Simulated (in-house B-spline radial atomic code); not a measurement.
A calculation on Au IV (Au3+) (with a hole in an inner shell): its settings, and results tabulated from the run. Method: Dirac-Hartree-Fock, average of the jj configuration, Fermi nucleus of rms radius 5.4371 fm. Calculated with a radial B-spline atomic code at the basis-set limit.

In the input, a minus or plus after the letter marks the j = l - 1/2 or j = l + 1/2 subshell.

Command:
```bash
python run_scf.py task.json out
```
Settings (nuclear radius in fm, mass in u):
```
Z                79
configuration    1s1 2s2 2p6 3s2 3p6 3d10 4s2 4p6 4d10 4f14 5s2 5p-2 5p+3 5d10
hamiltonian      dirac
method           hf
spin_polarised   False
nucleus          fermi
rms_radius       5.4371
atomic_mass      196.96657
speed_of_light   137.035999084
```

Output (hartree, bohr):
```
 radial grid: 72 intervals, B-splines of order 8, outer radius 39.1892 bohr

 iter        energy (Eh)    residual
    1      -16044.005415    1.29e+00
    2      -16047.085107    2.72e-01
    3      -16048.831170    4.40e-02
    4      -16048.854687    1.82e-02
    5      -16048.857613    2.53e-03
    6      -16048.857755    9.10e-04
    7      -16048.857770    3.41e-04
    8      -16048.857772    2.81e-05
    9      -16048.857772    4.64e-06
   10      -16048.857772    2.62e-07

 total energy                    -16048.85777
 kinetic                           18183.5244
 electron-nucleus                 -40938.9454
 electron-electron                  6706.5632

 first-order corrections (not in the total)
   Gaunt                            12.6943
   retardation                      -1.7063
   frequency dependence             -0.2566
   self-energy                      11.1307
   Uehling                          -2.1785
   Wichmann-Kroll                    0.0952
   recoil                            0.0286

 orbital      occ     eigenvalue          <r>       <r^2>       <1/r>     <1/r^2>       r_max    small
 1s1/2      1.000     -3036.8621    0.0168311 0.000392313     95.9598     22816.9     0.01038  9.04e-02
 2s1/2      2.000      -545.8371    0.0697379  0.00582295     23.9036     3316.06     0.05989  2.12e-02
 2p1/2      2.000      -526.5117    0.0572101  0.00409144      23.808     1043.65     0.04387  2.12e-02
 2p3/2      4.000      -455.8886    0.0657438   0.0052628     19.3585     512.141     0.05124  1.88e-02
 3s1/2      2.000      -133.2240     0.180827   0.0375514     8.78769     760.386      0.1678  7.11e-03
 3p1/2      2.000      -123.6372     0.170777    0.034053     8.69592     244.767      0.1562  7.04e-03
 3p3/2      4.000      -107.7819      0.18631    0.040326     7.53884     122.245       0.171  6.36e-03
 3d3/2      4.000       -90.9064     0.162186   0.0308907     7.43195     69.2915      0.1331  6.24e-03
 3d5/2      6.000       -87.4847     0.166979   0.0326159     7.16478     63.3365      0.1372  6.05e-03
 4s1/2      2.000       -31.7005     0.401127    0.181639     3.70193     192.377      0.3782  2.39e-03
 4p1/2      2.000       -27.4110     0.402228     0.18409     3.59862     61.0889      0.3754  2.30e-03
 4p3/2      4.000       -23.5240     0.434653    0.214757     3.21289     30.9778      0.4051  2.06e-03
 4d3/2      4.000       -16.1984     0.441116     0.22481     3.01673     16.5047      0.3975  1.86e-03
 4d5/2      6.000       -15.4494     0.451903    0.235687     2.92401     15.0729       0.407  1.79e-03
 4f5/2      6.000        -5.8637      0.47559    0.271711     2.56136     8.12961      0.3655  1.42e-03
 4f7/2      8.000        -5.6994     0.481714    0.278639     2.52642     7.89268      0.3701  1.39e-03
 5s1/2      2.000        -6.3064     0.916199    0.940749     1.48617     37.7754       0.838  5.85e-04
 5p1/2      2.000        -4.8422      0.97946     1.08161     1.37318      11.081      0.8796  5.12e-04
 5p3/2      3.000        -4.1591       1.0634     1.27491     1.24151     5.69227      0.9522  4.44e-04
 5d3/2      4.000        -1.9116       1.3329     2.04723    0.975348     2.23183       1.114  2.85e-04
 5d5/2      6.000        -1.7984      1.38701     2.21882    0.932964     1.97216       1.152  2.62e-04
```

Run time, properties included: 1.4 s on 1 thread of Arm Neoverse V1, on a shared host.

For the Dirac Hamiltonian the kinetic term is c α·p + (β - 1)c².
